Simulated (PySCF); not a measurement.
## C₆ coefficients of unlike pairs at UHF

Calculated with PySCF 2.14 from the dipole response of each species, C₆(A,B) = (3/π) ∫ α_A(iu) α_B(iu) du, in atomic units, from isotropic polarisabilities. For ions this is the dispersion term alone; charge-induced terms of lower order in 1/R come first.

```tsv
species	configuration	basis	relativity	α (bohr³)	C₆ (like pair)
P(2+)	[Ne] 3s2 3p1 (2P)	def2-TZVPPD (6s5p4d1f)	none	9.570	35.10
Ar(3+)	[Ne] 3s2 3p3 (4S)	aug-cc-pV(Q+d)Z with one added diffuse shell each of s, p, d, f, g type (8s7p6d4f3g)	none	3.711	10.08
B(2+)	[He] 2s1 (2S)	aug-cc-pVQZ with one added diffuse shell each of s, p, d, f, g type (7s6p5d4f3g)	none	7.940	11.16
```

Question: Estimate C₆ for B(2+) with P(2+).

Answer: The integral gives 18.58. The combination rule 2 C_A C_B / (C_A α_B/α_A + C_B α_A/α_B) gives 18.40 and the geometric mean 19.79.

No spin-orbit coupling is included.

The other pairs:

| pair | C₆ |
| --- | --- |
| Ar(3+), P(2+) | 17.90 |
| B(2+), Ar(3+) | 8.626 |
